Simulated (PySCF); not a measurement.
Below is a simulated gas-phase P 2p photoelectron spectrum of `[SiH2]1P[SiH2]P[SiH2]P1`.

Every computed line was given a Gaussian of 0.4 eV full width at half maximum and an area set by the number of equivalent atoms (split 2:1 within a doublet); the highest printed point is 100. Computed with PySCF 2.14.0, delta-SCF UKS SCAN, pcX-2 on the ionised atom, pcseg-1 elsewhere, spin-free X2C.

| binding energy (eV) | intensity |
| --- | --- |
| 135.3 | 0 |
| 135.4 | 2 |
| 135.5 | 10 |
| 135.6 | 30 |
| 135.7 | 63 |
| 135.8 | 94 |
| 135.9 | 100 |
| 136.0 | 75 |
| 136.1 | 40 |
| 136.2 | 15 |
| 136.3 | 5 |
| 136.4 | 6 |
| 136.5 | 16 |
| 136.6 | 33 |
| 136.7 | 48 |
| 136.8 | 49 |
| 136.9 | 36 |
| 137.0 | 18 |
| 137.1 | 7 |
| 137.2 | 2 |
| 137.3 | 0 |

Question: Count the maxima, the lines and the sites behind this envelope.

Answer: The curve has 2 maxima (at 135.9 and 136.8 eV). Under it lie 2 lines from 1 inequivalent phosphorus site, drawn as a 2p3/2, 2p1/2 pair.

Question: Decompose the envelope and assign each component. Numbering: `[SiH2:1]1[PH:2][SiH2:3][PH:4][SiH2:5][PH:6]1`.

Answer: 
```
position (eV)  relative area     line     atoms                  environment
       135.87           2.00  P 2p3/2  P2/P4/P6  three-coordinate phosphorus
       136.76           1.00  P 2p1/2  P2/P4/P6  three-coordinate phosphorus
```

Question: What are the centre and the root-mean-square width of the whole band?

Answer: The area-weighted mean of the lines is 136.16 eV. Their own spread about it is 0.42 eV (rms) and each Gaussian has σ = 0.4/2.355 = 0.17 eV; the variances add, which gives 0.45 eV.

The curve has no shake-up lines and no vibrational structure. Topologically equivalent atoms share the value of their first member; where this conformer doesn't relate them by symmetry, their own values could differ. 2p3/2 and 2p1/2 are the ΔSCF energy of one spin-free 2p hole plus the eigenvalues of a spin–orbit and ligand-field matrix of the shell. 2p1/2 minus 2p3/2 (ligand field included): P 0.89 eV. One conformer (not necessarily the lowest) at the PBE0-D3(BJ)/def2-SVP geometry, without solvent, vibrations or thermal averaging.

Time: 35 s. Hardware: an Arm Neoverse V2 with one thread, no GPU, shared host.
